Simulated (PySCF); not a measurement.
**Fractional electron number in Si⁺ (silicon, charge +1)**

The 3p alpha orbital of [Ne] 3s2 3p1 is emptied in steps (occupation f), with all orbitals relaxed, ending at [Ne] 3s2. All numbers are calculated (PySCF 2.14, scalar relativity by spin-free X2C-1e, in aug-cc-pVTZ-DK (6s5p3d2f, 50 functions)). The exact energy is a straight line in f; departures are measured from the line between the end points of the same method.

```
   f  UHF (eV)  LDA (eV)  PBE (eV)  PBE0 (eV)  r2SCAN (eV)  LC-wPBE (eV)  BHandHLYP (eV)  wB97X (eV)  CAM-B3LYP (eV)  HSE06 (eV)
   1     0.000     0.000     0.000      0.000        0.000         0.000           0.000       0.000           0.000       0.000
0.75     0.069    -0.807    -0.788     -0.577       -0.736        -0.080          -0.379      -0.134          -0.344      -0.652
 0.5     0.090    -1.079    -1.048     -0.764       -0.970        -0.099          -0.503      -0.173          -0.456      -0.865
0.25     0.067    -0.809    -0.780     -0.566       -0.715        -0.067          -0.374      -0.126          -0.339      -0.642
   0     0.000     0.000     0.000      0.000        0.000         0.000           0.000       0.000           0.000       0.000
```

```
   method  E(f=0) − E(f=1) (eV)  −ε at f=1 (eV)  −ε at f=0.5 (eV)
      UHF                15.813          16.186            15.808
      LDA                16.340          12.060            16.334
      PBE                16.382          12.181            16.403
     PBE0                16.407          13.320            16.435
   r2SCAN                16.500          12.543            16.556
  LC-wPBE                16.547          16.101            16.582
BHandHLYP                16.253          14.225            16.266
    wB97X                16.274          15.545            16.295
CAM-B3LYP                16.375          14.536            16.389
    HSE06                16.399          12.912            16.425
```

Orbital energy along the path (eV):

```csv
f,UHF,LDA,PBE,PBE0,r2SCAN,LC-wPBE,BHandHLYP,wB97X,CAM-B3LYP,HSE06
1,-16.186,-12.060,-12.181,-13.320,-12.543,-16.101,-14.225,-15.545,-14.536,-12.912
0.75,-15.992,-14.176,-14.283,-14.879,-14.565,-16.353,-15.248,-15.932,-15.464,-14.670
0.5,-15.808,-16.334,-16.403,-16.435,-16.556,-16.582,-16.266,-16.295,-16.389,-16.425
0.25,-15.631,-18.505,-18.497,-17.952,-18.467,-16.762,-17.266,-16.619,-17.295,-18.144
0,-15.463,-20.632,-20.474,-19.361,-20.228,-16.842,-18.226,-16.948,-18.158,-19.764
```

Reference removal energy between the ground levels: 16.346 eV (measured; NIST Atomic Spectra Database, ionization energies). The calculation has no spin-orbit coupling. UHF lacks correlation.
